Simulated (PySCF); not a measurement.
A side-by-side comparison of computed properties.

First species: C3H8O2Si.
InChI=1S/C3H8O2Si/c1-3(4)2-6-5/h5H,2,6H2,1H3

Second species: C₃H₈O₂Si.
Structure used (GFN2-xTB), in Å, numbered top down from 1:
```xyz
14
C3H8O2Si angstrom
C     -2.5267    0.1898    0.5462
O     -1.2300   -0.3021    0.7664
C     -0.2817    0.1932   -0.1611
Si     1.3847   -0.5891    0.3136
C      2.7079    0.0595   -0.9278
O      2.4754    0.8236   -1.8296
H     -3.1652   -0.2528    1.3085
H     -2.8935   -0.0918   -0.4491
H     -2.5562    1.2835    0.6328
H     -0.2472    1.2920   -0.1170
H     -0.5815   -0.0695   -1.1866
H      1.3532   -2.0474    0.1907
H      1.8114   -0.1842    1.6541
H      3.7489   -0.3052   -0.7883
```

Levels: B3LYP/def2-SVPD for dipole moment, HOMO energy, LUMO energy, HOMO–LUMO gap, static isotropic polarisability and electronic spatial extent ⟨r²⟩ about the centre of nuclear charge; TDDFT B3LYP/def2-SVPD for lowest singlet excitation; TDA B3LYP/def2-SVPD for lowest triplet excitation (Tamm–Dancoff); GFN2-xTB for rotational constant A and rotational constant C. Geometries: GFN2-xTB. Each structure is a single optimised conformer of the isolated species, non-relativistic unless stated. Electronic properties by PySCF.

Dipoles, sizes and rotational constants follow the conformer. The torsions of the flexible species, by atom-mapped SMILES:
- `[CH3:1][C:2](=[O:3])[CH2:4][SiH2:5][OH:6]`: C1–C2–C4–Si5 -109°, C2–C4–Si5–O6 -46°, H–O6–Si5–C4 15°
- `[CH3:1][O:2][CH2:3][SiH2:4][CH:5]=[O:6]`: C1–O2–C3–Si4 180°, O2–C3–Si4–C5 180°, C3–Si4–C5–O6 0°

```json
{"property": "dipole moment", "column X": "3.45 D", "column Y": "1.36 D"}
{"property": "HOMO energy", "column X": "-7.37 eV", "column Y": "-6.83 eV"}
{"property": "LUMO energy", "column X": "-1.15 eV", "column Y": "-1.83 eV"}
{"property": "HOMO–LUMO gap", "column X": "6.22 eV", "column Y": "5.00 eV"}
{"property": "lowest singlet excitation", "column X": "4.48 eV", "column Y": "3.24 eV"}
{"property": "lowest triplet excitation (Tamm–Dancoff)", "column X": "3.96 eV", "column Y": "2.56 eV"}
{"property": "static isotropic polarisability", "column X": "68.9 au", "column Y": "73.7 au"}
{"property": "electronic spatial extent ⟨r²⟩ about the centre of nuclear charge", "column X": "787 bohr²", "column Y": "1061 bohr²"}
{"property": "rotational constant A", "column X": "4.913 GHz", "column Y": "7.103 GHz"}
{"property": "rotational constant C", "column X": "1.648 GHz", "column Y": "1.082 GHz"}
```

(1) Which column belongs to which species?

(2) How does each property change from the first species to the second?

## Answers

(1) Column X is the first species and column Y the second. The first has 14 atoms and 56 electrons, the second 14 and 56.

(2) dipole moment -2.09 D; HOMO energy +0.54 eV; LUMO energy -0.68 eV; HOMO–LUMO gap -1.22 eV; lowest singlet excitation -1.24 eV; lowest triplet excitation (Tamm–Dancoff) -1.40 eV; static isotropic polarisability +4.8 au; electronic spatial extent ⟨r²⟩ about the centre of nuclear charge +274 bohr²; rotational constant A +2.190 GHz; rotational constant C -0.566 GHz.

On the first: The dipole equals about 11.5 × 10⁻³⁰ C·m (1 D = 3.33564 × 10⁻³⁰ C·m).

On the second: S1 lies 1.76 eV below the HOMO–LUMO gap; its leading configuration is HOMO→LUMO, weight 0.99. The vertical singlet–triplet gap S1 − T1 is 0.68 eV (TDDFT singlet less Tamm–Dancoff triplet; S1: HOMO→LUMO, weight 0.99; T1: HOMO→LUMO, weight 0.99).
